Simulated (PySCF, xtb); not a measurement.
C3H5F3, SMILES C[C@H](C(F)F)F.

GFN2-xTB (xtb 6.7.1) at its own geometry gives an orbital gap of 12.32 eV and a dipole moment of 4.35 D.

Geometry optimised at B3LYP-D3(BJ)/def2-SVP. The structure was generated by enumeration; whether it is a known compound was not checked. One conformer was computed; it need not be the lowest.

Question: What does PBE/def2-TZVP (PySCF) give? (Estimate from the structure and the level; the computed values follow.)

Answer: gap 7.85 eV (levels -7.70 and 0.16 eV), dipole 3.04 D.
